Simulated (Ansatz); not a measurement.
**RuC: shapes and states compared**

Program: Ansatz, Gaussian basis, development build. Basis cc-pwCVTZ-PP on Ru, cc-pVTZ on C, scalar-relativistic core potentials (28 electrons on Ru), no spin–orbit coupling, 1 orbital frozen in the corrections; active space CAS(12,10). Restricted Hartree–Fock, then the lowest state-specific CASSCF solution met for each case. Coupled cluster stands on the determinant that it favours, not always the lowest RHF. Single-reference values can break down or jump between states where bonds are stretched. Solutions in different active orbitals can move differences by tenths of an eV and at times more than 1 eV.

Case A, singlet: bond length 1.6080 Å.

Case B, triplet: the shape of A.

Case C, singlet: bond length 1.8492 Å.

Energy less that of case A, in eV:

| case | RHF/ROHF | CASSCF | CCSD(T) |
| --- | --- | --- | --- |
| B | -0.641 | -0.216 | -0.104 |
| C | +1.808 | +0.866 | +0.961 |

Task: What does SC-NEVPT2 give for these differences?

Result: B: +0.144 eV (3.3 kcal/mol); C: +0.929 eV (21.4 kcal/mol).

Task: Which case is lowest, and do the methods agree?

Result: A is lowest in SC-NEVPT2. RHF/ROHF puts B lowest. CASSCF puts B lowest. CCSD(T) puts B lowest.
